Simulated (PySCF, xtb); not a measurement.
C2H8O2Si, SMILES [SiH2]([C@H](C)O)O. One conformer was computed; it need not be the lowest.

Harmonic wavenumbers (cm⁻¹) from GFN2-xTB (xtb) at its own minimum, in rising order: 52, 142, 218, 239, 283, 290, 344, 418, 536, 600, 671, 723, 783, 831, 911, 937, 1000, 1074, 1093, 1193, 1275, 1340, 1407, 1495, 1503, 2216, 2325, 2931, 3007, 3015, 3046, 3553, 3635.

Task: What does PySCF with B3LYP-D3(BJ)/def2-SVP give at its own minimum? (The exact figures need the calculation; the answer reports its results.)

Result: 67, 156, 235, 287, 289, 342, 418, 469, 569, 703, 736, 837, 879, 913, 963, 976, 1000, 1081, 1087, 1233, 1286, 1381, 1398, 1458, 1475, 2178, 2239, 3014, 3045, 3092, 3109, 3785, 3795. Paired by order, the mean absolute difference is 55 cm⁻¹ and the zero-point energies are 61.6 and 63.6 kcal/mol.
